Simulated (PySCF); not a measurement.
Start geometry of `C=C[P+](C)(C)[AlH3-]` from GFN2-xTB (Å):
```
atom  x, y, z in Å
C1     1.3705   -2.2794    0.3672
C2     0.8693   -1.4613   -0.5447
P3     0.0830    0.1365   -0.2215
C4    -1.4406   -0.0243   -1.2278
C5    -0.5677   -0.0147    1.4787
Al6    0.6986    2.5416   -0.2465
H7     1.8672   -3.1959    0.0920
H8     1.3061   -2.0736    1.4224
H9     0.9739   -1.6816   -1.6012
H10   -2.0153    0.8941   -1.1120
H11   -2.0348   -0.8803   -0.9103
H12   -1.1697   -0.1336   -2.2768
H13   -1.1605   -0.9203    1.6002
H14    0.2619   -0.0109    2.1836
H15   -1.1799    0.8670    1.6696
H16    1.2225    2.7271   -1.7100
H17   -0.7890    2.9858    0.0593
H18    1.6958    2.5299    0.9660
```

What comes out of this run: PySCF, PBE0-D3(BJ)/def2-SVP geometry optimisation, gas phase?

```
atom  x, y, z in Å
C1     1.3867   -2.1290    0.3618
C2     0.9388   -1.2142   -0.5011
P3    -0.1312    0.1861   -0.1053
C4    -1.5838   -0.0455   -1.1899
C5    -0.7490   -0.1140    1.5823
Al6    0.9134    2.4008   -0.3834
H7     2.0831   -2.9099    0.0427
H8     1.0929   -2.1375    1.4155
H9     1.2817   -1.2324   -1.5430
H10   -2.2846    0.7849   -1.0202
H11   -2.0829   -1.0062   -0.9969
H12   -1.2558   -0.0053   -2.2388
H13   -1.2175   -1.1049    1.6768
H14    0.0821   -0.0219    2.2960
H15   -1.4854    0.6675    1.8194
H16    1.3823    2.2908   -1.9178
H17   -0.4103    3.2690   -0.0782
H18    2.0309    2.3284    0.7688
```

The energy falls by 5.1 kcal/mol over 10 energy and gradient evaluations, the largest force component goes from 0.0163 to 2.3e-04 Eh/bohr, and the atoms move by 0.322 Å rms after alignment. The bond that changes most is Al6–H16 (ends: aluminium bonded to P and 3 H; Al–H hydrogen), which lengthens by 0.043 Å. Bonds longer at the end by more than 0.005 Å: 13 of 17; shorter: 2. Among the angles that change most is C2–P3–Al6, from 138.2° to 114.9°. Among the dihedrals that turn most is Al6–P3–C4–H11, from -153° to -176°. Rotational constants go from 3012, 1357, 1265 to 2582, 1473, 1312 MHz. The orientation of the end geometry is arbitrary; only internal coordinates are fixed.

The run used 152 basis functions and 68 SCF cycles in all.

Whether it is a minimum is left open (no frequencies). The numbers are those of one conformer.
